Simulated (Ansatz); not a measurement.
Job for Ansatz (an electronic-structure program): R-B3LYP/def2-TZVPPD on HCl (SMILES Cl) with ghost functions, monomers drawn apart or pushed together. Files ending in .json are basis or fitting sets from the Basis Set Exchange.

Ansatz 0.2 input:
```yaml
crystal:
  periodic: [false, false, false]
  atoms:
    - {symbol: Cl, position_ang: [0.24084967, 0.21108879, 0.53839579]}
    - {symbol: H, position_ang: [0.54917045, 0.09146556, 1.79286712]}
basis:
  gaussian:
    orbitals: def2-TZVPPD.json
    ghost_atoms:
      - {symbol: C, position_ang: [0.99006893, -0.60366338, 5.80023106]}
      - {symbol: C, position_ang: [0.08119547, 0.35589142, 5.95409405]}
      - {symbol: C, position_ang: [-1.39838370, 0.14911564, 5.95603134]}
      - {symbol: H, position_ang: [0.70159852, -1.64148948, 5.67475853]}
      - {symbol: H, position_ang: [2.05057745, -0.38724743, 5.80983980]}
      - {symbol: H, position_ang: [0.42140222, 1.38030924, 6.08187832]}
      - {symbol: H, position_ang: [-1.87043560, 0.72294554, 5.15380015]}
      - {symbol: H, position_ang: [-1.65693375, -0.90185687, 5.82380501]}
      - {symbol: H, position_ang: [-1.83627080, 0.49903036, 6.89473714]}
hamiltonian:
  xc: {name: B3LYP}
scf: {lower_state_search: off}
```

It printed:

```
WARN ansatz: RAYON_NUM_THREADS=2 ignored (pool sized by the plan → 2); use --threads N
Functional definition: B3LYP
these checks for a lower state are left out or cut short: stability, starts, cluster_reference, orbital_swaps, neighbouring_geometries, increment
integrals: 0.18 GiB planned
1173 factors; their error is unknown
mean field: 1.59 GiB planned
mean field evaluation 1: about -12539.7403 eV, gradient 1.0e1 eV
mean field evaluation 2: about -12539.7714 eV, gradient 1.1e1 eV
mean field evaluation 4: about -12540.0046 eV, gradient 3.5e-1 eV
mean field evaluation 8: about -12540.0310 eV, gradient 7.9e-4 eV
mean field -12540.03098595 eV, -460.8376387955 hartree, gradient 1.6e-6 eV, S^2 0.000000; 0 other end points of the search recorded, 0 dependent functions left out
reference -12540.03118994 eV, -460.8376462917 hartree; 9, 9 occupied and 272, 272 virtual orbitals, 1173 factors
Total energy: -12540.03118994 eV, -460.8376462917 hartree
Checks for a lower state left out: stability, starts, cluster_reference, orbital_swaps, neighbouring_geometries, increment
```

The calculation finished and met its thresholds.

Cost: roughly 2.4 core-seconds.
